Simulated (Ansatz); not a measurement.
Ansatz (a quantum-chemistry and plane-wave program) input (B3LYP-D3(BJ)/def2-TZVP):

Ansatz 0.2 input:
```yaml
crystal:
  periodic: [false, false, false]
  atoms:
    - {symbol: La, position_ang: [0.64854950, -0.01414037, 0.76791848]}
    - {symbol: Cl, position_ang: [1.17126748, 0.32625744, -1.63484499]}
    - {symbol: Cl, position_ang: [-1.81250266, -0.32271030, 0.86527274]}
basis:
  gaussian:
    orbitals: def2-TZVP
hamiltonian:
  xc: b3lyp
  dispersion: d3bj
magnetization: {spin_polarized: true, initial_magnetization: 1}
relax: {f_tol: 0.002, max_steps: 150}
```

End of the output:

```
reference -25910.49826516 eV, -952.1932484782 hartree; 23, 22 occupied and 91, 92 virtual orbitals, 873 factors
relax step   5: F+E_penalty+E_count = -25910.70227308 eV  Δ(F+E_penalty+E_count) = -3.452e-4 eV  max|allowed force component| = 1.099e-3 eV/Å  Δτ_max = 0.0193 Å  (41 SCF iters, accepted)
integrals: 0.05 GiB planned
873 factors; their error is unknown
mean field: 0.53 GiB planned
mean field evaluation 96: about -25910.4980 eV, gradient 8.1e-6 eV
mean field evaluation 128: about -25909.8806 eV, gradient 3.0e0 eV
mean field -25910.49802314 eV, -952.1932395842 hartree, gradient 1.6e-5 eV, S^2 0.750667; 9 other end points of the search recorded, 0 dependent functions left out
the calculation of the forces begins
reference -25910.49826516 eV, -952.1932484782 hartree; 23, 22 occupied and 91, 92 virtual orbitals, 873 factors
Total energy: -25910.70251509 eV, -952.2007545247 hartree
Atom 0 at     0.594727    -0.013247     0.703817 Å, force    -0.000929     0.000015    -0.001099 eV/Å
Atom 1 at     1.371906     0.363591    -1.748318 Å, force    -0.000024    -0.000113     0.000957 eV/Å
Atom 2 at    -1.959319    -0.360938     1.042848 Å, force     0.000952     0.000099     0.000142 eV/Å
Dipole moment:     0.670113    -0.010992     0.796918 e Å
```

The spin state was set by rule; other spins were not relaxed.
